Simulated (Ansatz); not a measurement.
Ansatz (an electronic-structure program) input (CCSD(T)/cc-pV(T+d)Z):
A basis named .json is the Basis Set Exchange file of that set.

Ansatz 0.2 input:
```yaml
crystal:
  periodic: [false, false, false]
  atoms:
    - {symbol: C, position_ang: [-1.40916793, 0.00647897, -0.08550346]}
    - {symbol: C, position_ang: [-0.72694938, -1.29038233, -0.07665507]}
    - {symbol: C, position_ang: [0.57325830, -1.43639741, -0.00128586]}
    - {symbol: C, position_ang: [1.32129525, -0.12588958, 0.07715747]}
    - {symbol: S, position_ang: [0.03029492, 1.19687383, 0.03195150]}
    - {symbol: H, position_ang: [-1.96385016, 0.19460360, -1.00497534]}
    - {symbol: H, position_ang: [-2.07165256, 0.14999280, 0.76831717]}
    - {symbol: H, position_ang: [1.10380043, -2.37958149, 0.00723926]}
    - {symbol: H, position_ang: [1.89444389, -0.04116540, 1.00193854]}
    - {symbol: H, position_ang: [2.00192215, 0.00331125, -0.76602208]}
basis:
  gaussian:
    orbitals: cc-pV_T+d_Z.json
magnetization: {spin_polarized: true, initial_magnetization: 1}
correlation: {method: ccsd_t, electrons: outside_noble_gas}
```

Output:

```
Functional definition: HF
integrals: 2.04 GiB planned
1320 factors; integrals over basis functions are off by at most 9.4e-4 eV
mean field: 1.12 GiB planned
mean field evaluation 1: about -15014.7238 eV, gradient 2.0e1 eV
mean field evaluation 2: about -15014.7280 eV, gradient 2.0e1 eV
mean field evaluation 4: about -15017.6987 eV, gradient 3.7e0 eV
mean field evaluation 8: about -15017.8832 eV, gradient 5.7e-1 eV
mean field evaluation 16: about -15017.9399 eV, gradient 1.6e-6 eV
mean field evaluation 32: about -15014.8710 eV, gradient 7.1e-4 eV
mean field evaluation 64: about -15014.8709 eV, gradient 1.5e-2 eV
mean field evaluation 96: about -15014.8696 eV, gradient 1.6e-1 eV
mean field evaluation 128: about -15011.5608 eV, gradient 4.9e-2 eV
mean field -15017.93986623 eV, -551.8991105587 hartree, gradient 2.8e-6 eV, S^2 0.930194; 3 other end points of the search recorded, 0 dependent functions left out
determinant -15017.93986623 eV, -551.8991105587 hartree, with singles and doubles -15040.83189605 eV, -552.7403771377 hartree
determinant -15015.53164181 eV, -551.8106099437 hartree, with singles and doubles -15038.28429679 eV, -552.6467545919 hartree
determinant -15014.87095946 eV, -551.7863303149 hartree, with singles and doubles -15038.20273149 eV, -552.6437571222 hartree
9 core orbitals not correlated
reference -15017.93986623 eV, -551.8991105587 hartree; 14, 13 occupied and 206, 207 virtual orbitals, 1320 factors
second order -21.21607472 eV of doubles, -0.00000000 eV of singles
coupled cluster: 6.08 GiB planned
cycle   1  -22.59943402 eV  change    -1.6e0 eV  update   2.9e-2
cycle   2  -22.65910956 eV  change   -6.0e-2 eV  update   6.9e-3
cycle   3  -22.65751243 eV  change    1.6e-3 eV  update   3.5e-3
cycle   4  -22.66200149 eV  change   -4.5e-3 eV  update   1.8e-3
cycle   5  -22.66491874 eV  change   -2.9e-3 eV  update   9.6e-4
cycle   6  -22.66613598 eV  change   -1.2e-3 eV  update   3.6e-4
cycle   7  -22.66667611 eV  change   -5.4e-4 eV  update   1.3e-4
cycle   8  -22.66678060 eV  change   -1.0e-4 eV  update   5.6e-5
cycle   9  -22.66677928 eV  change    1.3e-6 eV  update   2.5e-5
coupled cluster: 6.13 GiB planned
perturbative correction -1.12711715 eV, -0.0414207914 hartree
Total energy: -15041.73376267 eV, -552.7735201247 hartree
```

It need not be the lowest isomer of its formula.

The determinant is spin-contaminated: <S^2> is 0.93 against 0.75 for a pure state.
